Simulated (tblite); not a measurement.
Parent: `[H]/[N:1]=[CH:2]\[CH2:3][C@@H:4]1[CH2:5][SiH2:6]1` with N1–C2–C3–C4 126°, C2–C3–C4–C5 160°, C4H9NSi.

The geometries are computed with GFN2-xTB (gas phase). One conformer each, not checked by frequencies here.

```
coordinate of the parent    value
                   N1=C2  1.253 Å
                   C2–C3  1.498 Å
                   C3–C4  1.514 Å
                   C4–C5  1.536 Å
                  C5–Si6  1.882 Å
                  C4–Si6  1.889 Å
                N1–C2–C3   128.9°
                C2–C3–C4   110.7°
                C3–C4–C5   117.4°
               C3–C4–Si6   122.0°
               C5–C4–Si6    65.7°
               C4–C5–Si6    66.2°
               C4–Si6–C5    48.1°
```

Q: How does the shared frame change in `[H]/[N:1]=[CH:2]\[C@@H:3]([NH:4][CH:5]=[O:6])[C@@H:7]1[CH2:8][SiH2:9]1` with N1–C2–C3–N4 9°, C2–C3–N4–C5 -123°, C3–N4–C5–O6 5°, C2–C3–C7–C8 166°, C5H10N2OSi? Atoms pair as N1 = N1, C2 = C2, C3 = C3, C4 = C7, C5 = C8, Si6 = Si9 (parent first).

A: 
| parent | relative | value in the relative | change |
| --- | --- | --- | --- |
| N1=C2 | N1=C2 | 1.251 Å | -0.002 |
| C2–C3 | C2–C3 | 1.509 Å | +0.011 |
| C3–C4 | C3–C7 | 1.513 Å | -0.001 |
| C4–C5 | C7–C8 | 1.538 Å | +0.002 |
| C5–Si6 | C8–Si9 | 1.880 Å | -0.002 |
| C4–Si6 | C7–Si9 | 1.893 Å | +0.004 |
| N1–C2–C3 | N1–C2–C3 | 128.7° | -0.2 |
| C2–C3–C4 | C2–C3–C7 | 110.8° | +0.1 |
| C3–C4–C5 | C3–C7–C8 | 116.2° | -1.2 |
| C3–C4–Si6 | C3–C7–Si9 | 121.4° | -0.6 |
| C5–C4–Si6 | C8–C7–Si9 | 65.5° | -0.2 |
| C4–C5–Si6 | C7–C8–Si9 | 66.4° | +0.2 |
| C4–Si6–C5 | C7–Si9–C8 | 48.1° | 0.0 |

Of the parent's bonds, C2–C3 changes most (+0.011 Å). Bonds of the relative outside the shared frame: C3–N4 1.454, N4–C5 1.345, C5=O6 1.206 Å. Point group C1 → C1.
